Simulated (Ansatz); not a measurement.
One change: `BC(C)(Cl)Cl` becomes `CC(Cl)(Cl)Cl`.

Ansatz, PBE0-D4/def2-TZVP geometries, multiplicity 1.  `BC(C)(Cl)Cl` holds a close contact that its SMILES doesn't draw: Cl···B 2.11 Å.

```
                                                                                  property  `BC(C)(Cl)Cl`
ideal-gas entropy at 298 K and 1 bar (rigid rotor, harmonic PBE0-D4/def2-TZVP) / J/(mol·K)            329
                                                     HOMO energy (ωB97M-V/def2-TZVPP) / eV         -10.65
                                                       HOMO–LUMO gap (PBE/def2-TZVPP) / eV           5.01
                                                   HOMO–LUMO gap (ωB97M-V/def2-TZVPP) / eV          11.82
                                                      HOMO–LUMO gap (PBE0/def2-TZVPP) / eV           7.44
                                                       LUMO energy (B3LYP/def2-TZVPP) / eV          -1.23
```

(1) What does the change do to each property? (Best estimate.)

Answers

(1) Ansatz gave: 
| property | `CC(Cl)(Cl)Cl` | shift |
| --- | --- | --- |
| ideal-gas entropy at 298 K and 1 bar (rigid rotor, harmonic PBE0-D4/def2-TZVP) / J/(mol·K) | 319 | -10 |
| HOMO energy (ωB97M-V/def2-TZVPP) / eV | -10.94 | -0.29 |
| HOMO–LUMO gap (PBE/def2-TZVPP) / eV | 5.46 | 0.45 |
| HOMO–LUMO gap (ωB97M-V/def2-TZVPP) / eV | 12.54 | 0.72 |
| HOMO–LUMO gap (PBE0/def2-TZVPP) / eV | 8.00 | 0.56 |
| LUMO energy (B3LYP/def2-TZVPP) / eV | -0.93 | 0.30 |

With PBE0 the HOMO falls by 0.26 eV and the LUMO rises by 0.31 eV, so the gap widens by about 0.57 eV. PBE moves the HOMO by -0.15 eV and ωB97M-V by -0.29 eV. The zero-point energy changes by -53.7 kJ/mol with -6 modes.

Positive LUMOs are unbound, so they and the gaps depend on the basis.

B3LYP here is the variant with VWN-RPA as its local correlation; programs differ in this.
